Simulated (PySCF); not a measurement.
PySCF input for H11NSi4, SMILES [SiH3]N[SiH2][SiH2][SiH3], ωB97X-D3(BJ)/def2-SVP. 

```python
import numpy as np
from pyscf import gto, scf, dft
import os
os.environ['JAX_PLATFORMS'] = 'cpu'
from ase import Atoms, units
from ase.calculators.calculator import Calculator, all_changes
from sella import Sella

mol = gto.M(
    atom='''
    Si    2.81375320    0.56592074    0.98564818
    N     1.22424382    0.33876834    0.33963303
    Si    0.73148643   -0.66786870   -0.98910807
    Si   -1.57105626   -0.81648088   -0.85239500
    Si   -2.60742971    0.66418475    0.59880086
    H     3.38869421   -0.76426670    1.16352629
    H     3.66049071    1.35960443    0.08737700
    H     2.62423551    1.26619790    2.25603365
    H     0.56737954    1.05526084    0.60556166
    H     1.47231291   -1.92062371   -0.80621222
    H     1.22922238   -0.09884678   -2.25643525
    H    -1.97625266   -2.19088902   -0.50674903
    H    -2.14678359   -0.65172970   -2.20023811
    H    -4.06765280    0.56332359    0.66133415
    H    -2.32204172    2.06010742    0.23825387
    H    -2.13386234    0.50990076    1.97887306
    ''',
    basis='def2-SVP',
    charge=0,
    spin=0,
    max_memory=1600,
    verbose=3,
)
mf = dft.RKS(mol, xc='wb97x-d3bj').density_fit(auxbasis='def2-universal-jkfit')
mf.grids.level = 3
mf.conv_tol = 1e-9
mf.max_cycle = 100
mf.kernel()
grad = mf.nuc_grad_method()
grad.grid_response = mol.nao <= 150
scan = grad.as_scanner()
scan.verbose = scan.base.verbose = 0
class SCF(Calculator):
    implemented_properties = ['energy', 'forces']
    def calculate(self, atoms=None, properties=None, system_changes=all_changes):
        super().calculate(atoms, properties, system_changes)
        e, g = scan(mol.set_geom_(self.atoms.positions, unit='Angstrom', inplace=False))
        assert scan.converged
        self.results = {'energy': float(e) * units.Hartree, 'forces': -np.asarray(g) * units.Hartree / units.Bohr}
atoms = Atoms(mol.elements, mol.atom_coords(unit='Angstrom'), calculator=SCF())
conv = Sella(atoms, order=0, internal=True, allow_fragments=True).run(fmax=0.002, steps=150)
mol_eq = mol.set_geom_(atoms.positions, unit='Angstrom', inplace=False)
print(mol_eq.tostring(format='xyz'))
mf.reset(mol_eq)
mf.verbose = 3
mf.kernel()
```

Program output:

```
converged SCF energy = -1219.08860630135
     Step          Energy         fmax         cmax       rtrust          rho
Sella   0   -33173.090664       0.8438       0.0000       0.1000       1.0000
Sella   1   -33173.249310       0.8438       0.0000       0.1000       1.4363
Sella   2   -33173.313655       0.6556       0.0000       0.1000       1.1083
Sella   3   -33173.331045       0.3539       0.0000       0.1000       1.5054
Sella   4   -33173.345630       0.1773       0.0000       0.1000       1.0542
Sella   5   -33173.354102       0.1233       0.0000       0.1000       1.0410
Sella   6   -33173.360970       0.1716       0.0000       0.1000       1.4591
Sella   7   -33173.368634       0.1508       0.0000       0.1000       1.1048
Sella   8   -33173.375268       0.0770       0.0000       0.1000       1.0414
Sella   9   -33173.381645       0.0561       0.0000       0.1150       1.0272
Sella  10   -33173.386360       0.0729       0.0000       0.1150       0.7499
Sella  11   -33173.387784       0.0846       0.0000       0.1150       1.0931
Sella  12   -33173.389491       0.0675       0.0000       0.1150       0.9524
Sella  13   -33173.390209       0.0336       0.0000       0.1150       1.2929
Sella  14   -33173.390711       0.0387       0.0000       0.1150       1.4272
Sella  15   -33173.391051       0.0275       0.0000       0.1150       1.3093
Sella  16   -33173.391196       0.0170       0.0000       0.1150       1.3809
Sella  17   -33173.391269       0.0107       0.0000       0.1150       1.2891
Sella  18   -33173.391295       0.0113       0.0000       0.1150       1.3813
Sella  19   -33173.391311       0.0060       0.0000       0.1150       1.3907
Sella  20   -33173.391322       0.0051       0.0000       0.1150       1.4142
Sella  21   -33173.391328       0.0053       0.0000       0.1150       1.2942
Sella  22   -33173.391331       0.0036       0.0000       0.1150       1.2673
Sella  23   -33173.391331       0.0020       0.0000       0.1150       1.2453
16
XYZ from PySCF
Si          2.17082849        0.80259770        1.09775543
N           1.26688978        0.67135469       -0.38618833
Si          0.70158603       -0.77840088       -1.18514253
Si         -1.63222506       -0.73446469       -1.07122393
Si         -1.93751787        0.34514658        0.97706453
H           2.22263242       -0.55469279        1.70778477
H           3.56762371        1.28999737        0.88202562
H           1.50656742        1.75547845        2.03678768
H           1.02154987        1.55080279       -0.83582763
H           1.20313455       -1.93467009       -0.38798898
H           1.22554935       -0.89419996       -2.58044150
H          -2.24704028       -2.09625677       -1.08091720
H          -2.24349752        0.07615326       -2.16948209
H          -3.33974021        0.25955982        1.48283183
H          -1.57347381        1.78550214        0.82901169
H          -1.02612723       -0.27134432        1.98785471
converged SCF energy = -1219.09965562481
```

Self-consistency was reached.

Cost: about 17 core-minutes (a rough figure).
